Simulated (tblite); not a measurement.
Species: C5H10BBrO2.
Atom-mapped SMILES: `[CH3:1][O:2]/[CH:3]=[C:4](/[CH3:5])[CH2:6][O:7][BH:8][Br:9]` (hydrogens: H10, H11, H12 on C1; H13 on C3; H14, H15, H16 on C5; H17, H18 on C6; H19 on B8)

Computed with GFN2-xTB (tblite), gas phase: L-BFGS steps from a force-field or distance-geometry start until the largest atomic force falls under 0.01 eV/Å.

Step 64: E = -797.8057 eV
```
atom  x, y, z in Å  |  force x, y, z in eV/Å
C1     -2.2830    1.5019   -0.8772    0.003  -0.006  -0.003
O2     -1.0345    0.9378   -0.5621    0.056   0.020   0.016
C3     -1.0567   -0.2476    0.0987    0.040  -0.006   0.016
C4      0.0365   -0.9982    0.2343    0.008  -0.030   0.039
C5      0.0429   -2.2820    1.0123    0.003  -0.014   0.007
C6      1.3496   -0.5188   -0.3290   -0.008   0.005   0.014
O7      2.0422    0.2177    0.6740    0.014   0.056   0.010
B8      2.3737    1.4815    0.6792    0.017  -0.006  -0.005
Br9     2.1088    2.6549   -0.7908   -0.030  -0.043   0.025
H10    -2.0666    2.4677   -1.3281   -0.024   0.028  -0.005
H11    -2.8267    0.8769   -1.5911   -0.031  -0.014  -0.050
H12    -2.9000    1.6383    0.0159   -0.003   0.022   0.042
H13    -2.0082   -0.5483    0.5270    0.012  -0.015  -0.038
H14    -0.6748   -2.2454    1.8303    0.039  -0.015  -0.042
H15     1.0381   -2.4547    1.4203   -0.102  -0.013   0.017
H16    -0.2196   -3.1302    0.3739    0.070   0.090   0.018
H17     1.1788    0.1164   -1.2048   -0.036  -0.036  -0.041
H18     1.9922   -1.3635   -0.5973   -0.019  -0.003  -0.010
H19     2.8978    1.9050    1.6395   -0.009  -0.017  -0.012
```

Step 65: E = -797.8072 eV
```
atom  x, y, z in Å  |  force x, y, z in eV/Å
C1     -2.2793    1.5057   -0.8767   -0.009  -0.013  -0.010
O2     -1.0321    0.9346   -0.5647    0.009   0.034   0.037
C3     -1.0574   -0.2488    0.1010    0.035  -0.001  -0.001
C4      0.0346   -1.0015    0.2350    0.021  -0.006   0.034
C5      0.0432   -2.2851    1.0131    0.002  -0.012   0.013
C6      1.3475   -0.5205   -0.3292    0.011   0.018   0.016
O7      2.0434    0.2177    0.6710   -0.001   0.055   0.031
B8      2.3708    1.4828    0.6772    0.025  -0.020  -0.022
Br9     2.0904    2.6561   -0.7916   -0.024  -0.047   0.049
H10    -2.0612    2.4721   -1.3273   -0.014   0.002   0.014
H11    -2.8260    0.8842   -1.5924   -0.021  -0.006  -0.034
H12    -2.8978    1.6432    0.0167    0.033   0.013   0.019
H13    -2.0094   -0.5460    0.5315    0.024  -0.011  -0.048
H14    -0.6891   -2.2587    1.8181    0.034  -0.002  -0.032
H15     1.0332   -2.4440    1.4385   -0.094  -0.020   0.019
H16    -0.1975   -3.1384    0.3728    0.075   0.099   0.002
H17     1.1794    0.1161   -1.2045   -0.060  -0.052  -0.046
H18     1.9919   -1.3636   -0.5971   -0.021  -0.020  -0.014
H19     2.9057    1.9034    1.6334   -0.025  -0.012  -0.027
```

Step 66: E = -797.8091 eV
```
atom  x, y, z in Å  |  force x, y, z in eV/Å
C1     -2.2730    1.5107   -0.8765   -0.021  -0.015  -0.014
O2     -1.0277    0.9318   -0.5657   -0.048   0.043   0.050
C3     -1.0577   -0.2499    0.1048    0.021   0.011  -0.018
C4      0.0323   -1.0063    0.2362    0.036   0.029   0.019
C5      0.0454   -2.2884    1.0154    0.003  -0.004   0.015
C6      1.3436   -0.5233   -0.3320    0.032   0.026   0.017
O7      2.0437    0.2162    0.6653   -0.023   0.035   0.043
B8      2.3644    1.4829    0.6749    0.033  -0.032  -0.035
Br9     2.0690    2.6568   -0.7907   -0.020  -0.038   0.059
H10    -2.0522    2.4780   -1.3261    0.000  -0.027   0.031
H11    -2.8235    0.8940   -1.5952   -0.001   0.005  -0.002
H12    -2.8928    1.6511    0.0172    0.066  -0.004  -0.011
H13    -2.0108   -0.5412    0.5376    0.037  -0.010  -0.054
H14    -0.7035   -2.2753    1.8041    0.014   0.012  -0.014
H15     1.0282   -2.4291    1.4620   -0.067  -0.023   0.027
H16    -0.1655   -3.1479    0.3738    0.069   0.096  -0.025
H17     1.1750    0.1141   -1.2073   -0.076  -0.065  -0.035
H18     1.9888   -1.3649   -0.6016   -0.020  -0.032  -0.014
H19     2.9066    1.9002    1.6290   -0.035  -0.005  -0.040
```

Step 67: E = -797.8117 eV
```
atom  x, y, z in Å  |  force x, y, z in eV/Å
C1     -2.2644    1.5170   -0.8765   -0.027  -0.011  -0.012
O2     -1.0220    0.9290   -0.5652   -0.094   0.047   0.051
C3     -1.0576   -0.2509    0.1097    0.003   0.024  -0.033
C4      0.0297   -1.0122    0.2379    0.046   0.068   0.001
C5      0.0490   -2.2925    1.0189    0.001   0.013   0.017
C6      1.3384   -0.5272   -0.3368    0.048   0.023   0.016
O7      2.0437    0.2133    0.6571   -0.049  -0.005   0.044
B8      2.3553    1.4819    0.6715    0.041  -0.034  -0.039
Br9     2.0403    2.6573   -0.7875   -0.018  -0.018   0.054
H10    -2.0386    2.4851   -1.3240    0.015  -0.051   0.040
H11    -2.8195    0.9071   -1.5993    0.026   0.011   0.037
H12    -2.8845    1.6621    0.0174    0.084  -0.026  -0.036
H13    -2.0119   -0.5339    0.5454    0.044  -0.018  -0.055
H14    -0.7218   -2.2973    1.7853   -0.010   0.023  -0.002
H15     1.0205   -2.4086    1.4942   -0.028  -0.024   0.043
H16    -0.1196   -3.1589    0.3756    0.055   0.089  -0.055
H17     1.1661    0.1094   -1.2125   -0.079  -0.072  -0.014
H18     1.9832   -1.3679   -0.6096   -0.015  -0.038  -0.009
H19     2.9040    1.8966    1.6234   -0.041  -0.001  -0.047
```

Question: Estimate the geometry and energy of step 68. (The exact step hangs on the optimiser's Hessian estimate; all steps are aligned on step 67, rigid shifts and turns removed.)

Answer: E = -797.8156 eV, largest force 0.140 eV/Å
```
atom  x, y, z in Å  |  force x, y, z in eV/Å
C1     -2.2518    1.5261   -0.8765   -0.027   0.000  -0.003
O2     -1.0148    0.9252   -0.5639   -0.116   0.048   0.038
C3     -1.0570   -0.2524    0.1163   -0.021   0.040  -0.046
C4      0.0266   -1.0200    0.2405    0.051   0.097  -0.011
C5      0.0536   -2.2984    1.0240    0.006   0.012   0.031
C6      1.3321   -0.5335   -0.3428    0.050   0.004   0.007
O7      2.0449    0.2082    0.6457   -0.071  -0.053   0.029
B8      2.3435    1.4796    0.6652    0.042  -0.030  -0.036
Br9     1.9926    2.6584   -0.7806   -0.016   0.007   0.037
H10    -2.0170    2.4946   -1.3191    0.036  -0.062   0.037
H11    -2.8142    0.9277   -1.6050    0.056   0.007   0.079
H12    -2.8702    1.6780    0.0177    0.076  -0.051  -0.045
H13    -2.0127   -0.5227    0.5566    0.046  -0.041  -0.052
H14    -0.7526   -2.3314    1.7533   -0.001   0.027  -0.029
H15     1.0050   -2.3766    1.5462   -0.027  -0.020   0.043
H16    -0.0462   -3.1734    0.3767    0.037   0.126  -0.048
H17     1.1519    0.1004   -1.2198   -0.070  -0.068   0.015
H18     1.9744   -1.3741   -0.6214   -0.004  -0.039   0.006
H19     2.9023    1.8936    1.6119   -0.045  -0.004  -0.052
```

The energy changes by -0.0039 eV. The first-order estimate −F·Δx gives -0.0051 eV and the mean of the old and new forces, exact on a quadratic surface, -0.0038 eV. The step makes an angle of 83° with the force vector and moves no atom by more than 0.075 Å.

What follows is the cost of the whole relaxation. On Arm Neoverse N1, one thread (shared host), this took 2.6 s wall.
